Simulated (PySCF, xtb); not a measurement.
Al(Cl)(Et)(NH2) (C₂H₇AlClN), SMILES C[CH2][Al]([NH2])[Cl]. One conformer was computed; it need not be the lowest.

Harmonic wavenumbers (cm⁻¹) from GFN2-xTB in xtb 6.7.1 at its own minimum, in rising order: 34, 83, 137, 153, 224, 243, 256, 424, 452, 466, 576, 648, 805, 915, 979, 1042, 1214, 1224, 1409, 1464, 1481, 1500, 1500, 2887, 2916, 2988, 3005, 3017, 3409, 3449.

### Question
What does PBE-D3(BJ)/def2-SVP in PySCF give at its own minimum? (An estimate is asked for; the answer gives what the named calculation found.)

### Answer
30, 91, 143, 169, 240, 287, 363, 399, 445, 569, 592, 687, 827, 904, 933, 1012, 1173, 1200, 1346, 1375, 1424, 1431, 1471, 2953, 2959, 3003, 3036, 3051, 3502, 3595. Paired by order, the mean absolute difference is 43 cm⁻¹ and the zero-point energies are 55.6 and 56.1 kcal/mol.
